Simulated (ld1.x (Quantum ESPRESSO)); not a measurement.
**Reading a pseudo-wave (neon)**

Columns: radius, all-electron u(r) and pseudo u(r) of the 2s shell (level -35.99 eV) of neon in the configuration [He] 2s2 2p6; LDA (PZ), non-relativistic, PAW scheme, ld1.x (Quantum ESPRESSO) 7.5.

```
r (bohr)  all-electron   pseudo
   0.060        0.4561  -0.0808
   0.120        0.4199  -0.1706
   0.180        0.1862  -0.2756
   0.240       -0.1012  -0.3977
   0.300       -0.3747  -0.5331
   0.360       -0.6059  -0.6733
   0.420       -0.7865  -0.8064
   0.480       -0.9176  -0.9203
   0.540       -1.0050  -1.0050
   0.600       -1.0556  -1.0556
   0.660       -1.0769  -1.0769
   0.720       -1.0754  -1.0754
   0.780       -1.0566  -1.0566
   0.840       -1.0252  -1.0252
   0.900       -0.9851  -0.9851
   0.960       -0.9391  -0.9391
   1.020       -0.8895  -0.8895
   1.080       -0.8382  -0.8382
   1.140       -0.7864  -0.7864
   1.200       -0.7351  -0.7351
   1.260       -0.6850  -0.6850
   1.320       -0.6367  -0.6367
   1.380       -0.5904  -0.5904
   1.440       -0.5464  -0.5464
   1.500       -0.5049  -0.5049
   1.560       -0.4657  -0.4657
```

How many radial nodes do the two functions have?

The all-electron 2s function has n − l − 1 = 1; the pseudo-wave has 0, since the states of the same l below it are removed with the core.

At about which radius was the pseudo-wave matched?

0.55 bohr, where the columns begin to agree (steps of 0.06 bohr).

Is the pseudo-wave norm-conserving?

No, it belongs to a PAW set: the norm inside the radius is not constrained, and the difference is carried by the augmentation charge.
